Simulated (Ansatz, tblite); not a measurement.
Removing an electron: Rb₆ (the lowest singlet isomer of a short search). Total charge 0; singlet. Geometry: PBE0/def2-SVP. Ansatz, gas phase; energy differences of separate SCF runs; the oxidised species was run as a doublet alone.

```xyz
6

Rb    2.3394    1.5453    2.9293
Rb   -0.5236    0.0723   -4.0831
Rb   -1.8541   -3.5048   -1.1244
Rb    1.9248    3.4491   -1.5326
Rb   -0.2556   -2.5413    3.3687
Rb   -1.6309    0.9795    0.4421
```

In the def2 sets Rb takes a core potential; there is no spin–orbit coupling. The xTB rows come from tblite. HOMO above LUMO, or a gap near zero within one spin, warns that the state may not be the lowest or that an electron is smeared out. The structure comes from a short search, and lower isomers may exist.

Q: Estimate orbital energies and vertical ionisation energies at: GFN2-xTB; PBE/def2-TZVP; PBE0/def2-TZVP.

A: 
| level | −HOMO (eV) | vertical IE (eV) | −LUMO (eV) | HOMO–LUMO gap (eV) | remarks |
| --- | --- | --- | --- | --- | --- |
| GFN2-xTB | 3.98 | 5.66 | 3.27 | 0.72 | – |
| PBE/def2-TZVP | 2.35 | 3.48 | 1.71 | 0.63 | gap within one spin near zero (+1 doublet), restricted SCF unstable in HF (singlet) |
| PBE0/def2-TZVP | 2.62 | 3.38 | 1.32 | 1.31 | restricted SCF unstable in HF (singlet), spin-contaminated (⟨S²⟩ 0.87) (+1 doublet) |

Run but left out: r2SCAN/def2-TZVP (charge +1 doublet: ⟨S²⟩ 1.25, where a pure state has 0.75).  Raw xTB energy differences between charge states are shifted by several eV; the methods need an empirical correction for them.
